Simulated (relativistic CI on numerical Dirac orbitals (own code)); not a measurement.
## Er3+: calculation against measurement

Method of calculation: Dirac-Coulomb-Breit CI, orbitals from a KLI potential per configuration, model QED (radiative potential, 1s self-energy scaled to tabulated hydrogen-like ionisation energies), valence Slater integrals scaled by 0.85, configuration energies shifted to the measured levels that pair with them (semi-empirical) (own radial code, finite nucleus).

CI space (outside the closed core [Kr] 4d10 5s2): 4f¹¹5p⁶, 4f¹⁰5p⁶5d, 4f¹⁰5p⁶6s, 4f¹¹5p⁵5d, 4f¹⁰5p⁶6p, 4f¹³5p⁴, 4f¹²5p⁵, 4f¹⁰5p⁶6d, 4f¹⁰5p⁶5f, 4f¹⁰5p⁶7s, 4f¹¹5p⁵5f, 4f¹²5p⁴6s. Levels of other configurations are missing.

| Configuration | Term (tabulated) | J | Measured (cm⁻¹) | Computed | Error | Purity (%) |
| --- | --- | --- | --- | --- | --- | --- |
| 4f¹¹5p⁶ | 4I° | 15/2 | 0.0 | 0 | 0 | 97 |
| 4f¹¹5p⁶ | 4I° | 13/2 | 6507.8 | 6299 | -209 | 98 |
| 4f¹¹5p⁶ | 4I° | 11/2 | 10171.8 | 9886 | -286 | 83 |
| 4f¹¹5p⁶ | 4I° | 9/2 | 12468.7 | 12229 | -239 | 63 |
| 4f¹¹5p⁶ | 4F° | 9/2 | 15404.9 | 16199 | 794 | 59 |
| 4f¹¹5p⁶ | 2H° | 11/2 | 19331.7 | 19551 | 219 | 65 |
| 4f¹¹5p⁶ | 4G° | 11/2 | 26707.8 | 27973 | 1265 | 77 |
| 4f¹¹5p⁶ | 4G° | 9/2 | 27766.8 | 29366 | 1599 | 73 |

Measured levels from measured levels as listed in Tchang-Brillet, Wyart, Meftah and Ait Mammar, Atoms 6, 52 (2018); pairs were made by configuration, J and term (by order where the table uses no LS term), so strongly mixed levels may be paired wrongly. Some J values or terms of the table were assigned by a fit.

Mean error by configuration (cm⁻¹): 4f¹¹5p⁶ 449. Over the excited levels the mean absolute error is 659 cm⁻¹ (7 of the 8 excited levels that our extract of the source holds in range could be paired, and the others can miss by more), and the median relative error of those above 1,000 cm⁻¹ is 3.2 %, both after the shifts were fitted to these levels, so that a configuration with one level shows no error. Some levels of the ground configuration have no partner.

Configurations whose levels could be paired with our table of measured levels were shifted onto them, all but the ground configuration, by the median error of their levels; single terms can still be off by 1,000 to 2,000 cm⁻¹ or more, and rates follow the energies as ν³ (E1, M1) or ν⁵ (E2). The others borrow a shift and can be off by several thousand cm⁻¹ or more. The fine structure of a lone outer electron comes out too small, for d and f at times inverted, and misplaced configurations move strength between like terms. 7 of the 8 excited levels that our extract of the measured tables holds in this range could be paired (the sources list more); they are missed by 659 cm⁻¹ on average and 1599 at most, after the shifts were fitted to these levels, and levels without a partner can miss by more. Some levels of the ground configuration have no partner and can miss by 10 % or more.

Shifts applied (cm⁻¹): 4f¹¹5p⁶ 0.
